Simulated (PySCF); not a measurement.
C2H6GeO. Atoms are numbered in the order given.

```xyz
10

Ge     0.3107    -0.2541    -0.3812
O      1.7269    -0.2037     0.7076
C     -1.1062     0.9205     0.2270
C     -2.2409     0.4467     0.7502
H     -0.1684    -1.7099    -0.3034
H      0.7619     0.1378    -1.8067
H      2.1785     0.6462     0.6941
H     -0.9793     2.0069     0.1360
H     -2.4197    -0.6290     0.8641
H     -3.0470     1.1068     1.0908
```
Charge 0, spin multiplicity 1.

Geometry optimised at PBE0-D3(BJ)/def2-SVP. Other conformers were not sampled.

Computed with HF/pcSseg-1 in PySCF.

GIAO shieldings, no solvent; atoms listed in one row are averaged. δ = σ(ref) − σ: ⁷³Ge against GeH4 (σ = 1776.1 ppm); ¹⁷O against H2O (σ = 333.0 ppm); ¹³C against TMS (σ = 192.6 ppm); ¹H against TMS (σ = 31.99 ppm), references at their B3LYP-D3(BJ)/def2-TZVP geometries, non-relativistic.

Computed chemical shifts:
| nucleus | atoms | count | δ (ppm) |
|---|---|---|---|
| ⁷³Ge | Ge1 | 1 | 243.1 |
| ¹⁷O | O2 | 1 | -10.5 |
| ¹³C | C4 | 1 | 148.1 |
| ¹³C | C3 | 1 | 141.9 |
| ¹H | H10 | 1 | 6.71 |
| ¹H | H8 | 1 | 6.61 |
| ¹H | H9 | 1 | 6.52 |
| ¹H | H6 | 1 | 5.08 |
| ¹H | H5 | 1 | 4.77 |
| ¹H | H7 | 1 | 0.45 |
